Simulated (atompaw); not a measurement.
# An all-electron radial function and its pseudo partner (zinc)

Columns: radius, all-electron u(r) and pseudo u(r) of the 4s shell (level -5.98 eV) of zinc in the configuration [Ar] 3d10 4s2 4p0; PBE, scalar-relativistic, PAW (atompaw) scheme, atompaw 4.2.0.5.

```tsv
r (bohr)	all-electron	pseudo
0.092	0.0857	0.0525
0.185	0.1496	0.1052
0.277	-0.0154	0.1565
0.369	-0.1822	0.2066
0.462	-0.2678	0.2557
0.554	-0.2692	0.3024
0.646	-0.2124	0.3469
0.738	-0.1226	0.3890
0.831	-0.0176	0.4288
0.923	0.0883	0.4653
1.015	0.1888	0.4988
1.108	0.2812	0.5295
1.200	0.3617	0.5567
1.292	0.4307	0.5807
1.385	0.4895	0.6017
1.477	0.5372	0.6193
1.569	0.5755	0.6338
1.662	0.6057	0.6454
1.754	0.6280	0.6540
1.846	0.6437	0.6598
1.938	0.6537	0.6628
2.031	0.6587	0.6633
2.123	0.6594	0.6613
2.215	0.6563	0.6569
2.308	0.6500	0.6501
2.400	0.6410	0.6410
```

How many radial nodes do the two functions have?

The all-electron 4s function has n − l − 1 = 3 (the table is too coarse to show those close to the nucleus); the pseudo-wave has 0, since the states of the same l below it are removed with the core.

Is the pseudo-wave norm-conserving?

No, it belongs to a PAW set: the norm inside the radius is not constrained, and the difference is carried by the augmentation charge.
